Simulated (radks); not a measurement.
The numbers below are computed, except where a source is named.
Problem. All-electron atom: Si2+ in [He] 2s1.75 2p6 3s2 3p0.25 (fractional occupations, a model configuration). Level of theory: non-relativistic Kohn-Sham, BP86, spin-polarised, spherical densities, point nucleus; open shells are filled with parallel spins first (a radial shooting solver on a logarithmic mesh with Libxc functionals). Some entries of the table are withheld. Estimate them.

orbital  occ.  eigenvalue (eV)  <r> (bohr)
1s up       1        -1811.358      0.1116
1s down     1        -1810.908      0.1116
2s up       1        -165.5073      0.5653
2s down  0.75        -164.6849      0.5659
2p up       3        -122.4414      0.5311
2p down     3        -121.6861      0.5316
3s up       1              (1)       1.913
3s down     1              (2)       1.916
3p up    0.25              (3)       2.161
3p down     0              (4)       2.169
3d up       0              (5)       2.839
3d down     0              (6)       2.882

Solution. 
(1) 3s up eigenvalue (eV): -29.8747
(2) 3s down eigenvalue (eV): -29.4624
(3) 3p up eigenvalue (eV): -21.6787
(4) 3p down eigenvalue (eV): -21.2898
(5) 3d up eigenvalue (eV): -11.3413
(6) 3d down eigenvalue (eV): -11.0360
